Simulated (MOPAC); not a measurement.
Input file for MOPAC: PM7 on GeH3I (SMILES [GeH3][I]), a point of a bond scan (R = 2.070 Å).

```
PM7 1SCF PRECISE CHARGE=0 THREADS=1
GeH3I

Ge    -1.51348008 1    -0.02835708 1    -0.00004782 1
I      1.02558411 1     0.01921569 1     0.00003240 1
H     -2.10520019 1    -1.70075147 1    -1.06613639 1
H     -1.97362434 1    -0.10568289 1     1.46032032 1
H     -1.99917948 1     1.26184539 1    -0.67076445 1
```

The log:

```
*******************************************************************************
 **                                                                           **
 **                              MOPAC v23.2.5                                **
 **                                                                           **
 *******************************************************************************
 ** MOPAC's Digital Object Identifier: https://doi.org/10.5281/zenodo.6511958 **
 **                                                                           **
 ** Please cite the open-source release paper for use of this MOPAC version:  **
 ** J. E. Moussa and J. J. P. Stewart (2026)                                  **
 ** MOPAC: An open-source semiempirical molecular orbital program             **
 ** J. Open Source Softw., 11(119), 8025, https://doi.org/10.21105/joss.08025 **
 *******************************************************************************

                              PM7 CALCULATION RESULTS

 *******************************************************************************
 *  PM7        - The PM7 Hamiltonian to be used
 *
 *
 *
 *                 CHARGE ON SYSTEM = 0
 *
 *
 *
 *  PRECISE    - TIGHTER CRITERIA TO BE USED
 *  1SCF       - DO 1 SCF AND THEN STOP
 *  THREADS=1  - MULTI-THREADING NOT USED
 *  T=         - A TIME OF 172800.0 SECONDS REQUESTED
 *  DUMP=N     - RESTART FILE WRITTEN EVERY 7200.0 SECONDS REQUESTED
 *******************************************************************************
PM7 1SCF PRECISE CHARGE=0 THREADS=1
 GeH3I

   ATOM   CHEMICAL          X               Y               Z
  NUMBER   SYMBOL      (ANGSTROMS)     (ANGSTROMS)     (ANGSTROMS)

     1      Ge         -1.51348008  *  -0.02835708  *  -0.00004782  *
     2       I          1.02558411  *   0.01921569  *   0.00003240  *
     3       H         -2.10520019  *  -1.70075147  *  -1.06613639  *
     4       H         -1.97362434  *  -0.10568289  *   1.46032032  *
     5       H         -1.99917948  *   1.26184539  *  -0.67076445  *



          CARTESIAN COORDINATES

    NO.       ATOM           X           Y           Z

     1        Ge         -1.5135     -0.0284     -0.0000
     2         I          1.0256      0.0192      0.0000
     3         H         -2.1052     -1.7008     -1.0661
     4         H         -1.9736     -0.1057      1.4603
     5         H         -1.9992      1.2618     -0.6708

 General Reference for PM7:
 "Optimization of Parameters for Semiempirical Methods VI: More Modifications to the
 NDDO Approximations and Re-optimization of Parameters", J. J. P. Stewart, J. Mol. Mod., 1:32, 19 (2013)
 https://link.springer.com/article/10.1007/s00894-012-1667-x

           Empirical Formula: H3 Ge I  =     5 atoms



      MOLECULAR POINT GROUP   :   Cs


      RHF CALCULATION, NO. OF DOUBLY OCCUPIED LEVELS = 7


 -------------------------------------------------------------------------------
 PM7 1SCF PRECISE CHARGE=0 THREADS=1
 GeH3I



     1SCF WAS SPECIFIED, SO BFGS WAS NOT USED
     SCF FIELD WAS ACHIEVED


                              PM7 CALCULATION
                                                       MOPAC v23.2.5 Linux




          FINAL HEAT OF FORMATION =         49.80966 KCAL/MOL =     208.40362 KJ/MOL


          COSMO AREA              =        114.58 SQUARE ANGSTROMS
          COSMO VOLUME            =        104.06 CUBIC ANGSTROMS

          IONIZATION POTENTIAL    =          9.120925 EV
          HOMO LUMO ENERGIES (EV) =         -9.121 -0.554
          NO. OF FILLED LEVELS    =          7
          MOLECULAR WEIGHT        =        202.5182         POINT GROUP:  Cs

          MOLECULAR DIMENSIONS (Angstroms)

            Atom       Atom       Distance
            H     3    I     2     3.72784
            I     2    H     4     2.54612
            H     5    H     3     2.19696


          SCF CALCULATIONS        =          1





   ATOM   CHEMICAL          X               Y               Z
  NUMBER   SYMBOL      (ANGSTROMS)     (ANGSTROMS)     (ANGSTROMS)

     1      Ge         -1.51348008  *  -0.02835708  *  -0.00004782  *
     2       I          1.02558411  *   0.01921569  *   0.00003240  *
     3       H         -2.10520019  *  -1.70075147  *  -1.06613639  *
     4       H         -1.97362434  *  -0.10568289  *   1.46032032  *
     5       H         -1.99917948  *   1.26184539  *  -0.67076445  *

                             CARTESIAN COORDINATES

   1   Ge       -1.513480080    -0.028357080    -0.000047820
   2    I        1.025584110     0.019215690     0.000032400
   3    H       -2.105200190    -1.700751470    -1.066136390
   4    H       -1.973624340    -0.105682890     1.460320320
   5    H       -1.999179480     1.261845390    -0.670764450


           Empirical Formula: H3 Ge I  =     5 atoms



      MOLECULAR POINT GROUP   :   Cs


                  EIGENVALUES
 -23.48516 -16.99165 -12.64379 -11.54437 -10.31336  -9.20469  -9.12092  -0.55422
  -0.33821   0.92151   2.52668 125.30095 125.30879 125.38550 125.56568 125.56589


              NET ATOMIC CHARGES AND DIPOLE CONTRIBUTIONS

  ATOM NO.   TYPE          CHARGE      No. of ELECS.   s-Pop       p-Pop       d-Pop
    1         Ge          -0.075015        4.0750     1.11435     2.96067
    2          I          -0.265238        7.2652     1.84644     5.41429     0.00450
    3          H           0.183885        0.8161     0.81612
    4          H           0.078184        0.9218     0.92182
    5          H           0.078184        0.9218     0.92182
 DIPOLE           X         Y         Z       TOTAL
 POINT-CHG.    -4.113    -1.082    -0.645     4.301
 HYBRID        -0.480     0.183     0.123     0.528
 SUM           -4.593    -0.899    -0.522     4.709


          ATOMIC ORBITAL ELECTRON POPULATIONS

     Atom    s        px        py        pz      x^2-y^2     xz        z^2       yz        xy
    1 Ge   1.11435   0.71743   1.13723   1.10601
    2  I   1.84644   1.44577   1.98270   1.98581   0.00217   0.00081   0.00072   0.00000   0.00080
    3  H   0.81612
    4  H   0.92182
    5  H   0.92182

 **********************
 *                    *
 * JOB ENDED NORMALLY *
 *                    *
 **********************




 == MOPAC DONE ==
```

The run finished.

Cost: very roughly 0.020 core-seconds.
